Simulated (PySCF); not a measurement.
**Orbital picture of AlSb⁺**

PBEsol at R = 2.820 Å; Al def2-SVPD, Sb def2-SVPD with ECP28; scalar-relativistic core potentials (PySCF 2.14). State: ⁴Σ⁻ (quartet), unpaired electrons σ ↑, π ↑↑. Only the outer orbitals are listed, counted within each symmetry, core potentials removing the inner ones.

| spin | orbital | occ. | ε (eV) | on Al (%) | main shells (%) |
| --- | --- | --- | --- | --- | --- |
| α | 7σ | 1 | -19.36 | 6 | 93 Sb s |
| α | 8σ | 1 | -14.16 | 72 | 72 Al s, 21 Sb p |
| α | 9σ | 1 | -10.98 | 48 | 52 Sb p, 29 Al p, 19 Al s |
| α | 4π | 1 | -10.93 | 10 | 90 Sb p, 8 Al p |
| α | 4π | 1 | -10.93 | 10 | 90 Sb p, 8 Al p |
| α | 5π | 0 | -8.05 | 89 | 89 Al p, 10 Sb p |
| α | 5π | 0 | -8.05 | 89 | 89 Al p, 10 Sb p |
| α | 10σ | 0 | -6.15 | 71 | 65 Al p, 24 Sb p |
| β | 7σ | 1 | -17.82 | 12 | 88 Sb s |
| β | 8σ | 1 | -13.33 | 78 | 78 Al s, 13 Sb p |
| β | 9σ | 0 | -9.63 | 48 | 50 Sb p, 32 Al p, 15 Al s |
| β | 4π | 0 | -9.29 | 27 | 72 Sb p, 24 Al p |
| β | 4π | 0 | -9.29 | 27 | 72 Sb p, 24 Al p |

Which are the highest filled and the lowest empty level, where do they sit, and how wide is the gap?

Highest filled α 4π at -10.93 eV (in %: 90 Sb p, 8 Al p); lowest empty β 9σ at -9.63 eV (in %: 50 Sb p, 32 Al p, 15 Al s); the gap at PBEsol is 1.30 eV.

| Property | Result |
| --- | --- |
| bond order (Mayer) | 1.06 |
| ⟨S²⟩ | 3.754 |
| charge on Al (Mulliken, basis-dependent) | 0.66 |
| charge on Al (Löwdin, basis-dependent) | 0.53 |
| dipole moment (positive dipole points towards Sb; it is taken about the centre of mass and depends on that origin) | -5.63 D |

Spin–orbit coupling is left out. The state is the lowest determinant that a PBE0 search found; another state may lie lower at other levels.
